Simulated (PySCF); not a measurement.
Ge(OH)4 (GeH4O4), SMILES [OH][Ge]([OH])([OH])[OH]. Atoms are numbered in the order given.

```xyz
9

O     -1.1255     0.9782    -0.9269
Ge     0.0000     0.0000     0.0000
O      1.1255    -0.9782    -0.9269
O     -0.9782    -1.1255     0.9269
O      0.9782     1.1255     0.9269
H     -1.9249     0.4873    -1.1491
H      1.9249    -0.4873    -1.1491
H     -0.4873    -1.9249     1.1491
H      0.4873     1.9249     1.1491
```

The structure is a stationary point at PBE0-D3(BJ)/def2-SVP. The isomer is the one that the SMILES or the coordinates give; other isomers of the formula were not compared. Other conformers were not sampled.

Two levels are set side by side: PBE/pcSseg-1 (PySCF) and B3LYP/pcSseg-1 (PySCF). GIAO shifts against GeH4 (⁷³Ge), H2O (¹⁷O), TMS (¹H) at the same level; non-relativistic, no solvent, atoms listed together averaged. Differences are taken from unrounded values.

| quantity | B3LYP |
|---|---|
| δ(¹⁷O) of O1, O3, O4, O5 (ppm) | 49.2 |
| δ(⁷³Ge) of Ge2 (ppm) | 325.8 |
| δ(¹H) of H6, H7, H8, H9 (ppm) | 1.82 |

What does PBE give, and how far is it from B3LYP? (An estimate is asked for; the answer gives what the named calculation found.)


```json
[
 {"quantity": "δ(¹⁷O) of O1, O3, O4, O5 (ppm)", "PBE": "57.8", "PBE minus B3LYP": "8.6"},
 {"quantity": "δ(⁷³Ge) of Ge2 (ppm)", "PBE": "356.4", "PBE minus B3LYP": "30.6"},
 {"quantity": "δ(¹H) of H6, H7, H8, H9 (ppm)", "PBE": "1.73", "PBE minus B3LYP": "-0.09"}
]
```

Rough cost on one machine, each run with all the roots and properties that it gave: B3LYP against PBE within a factor of 2.
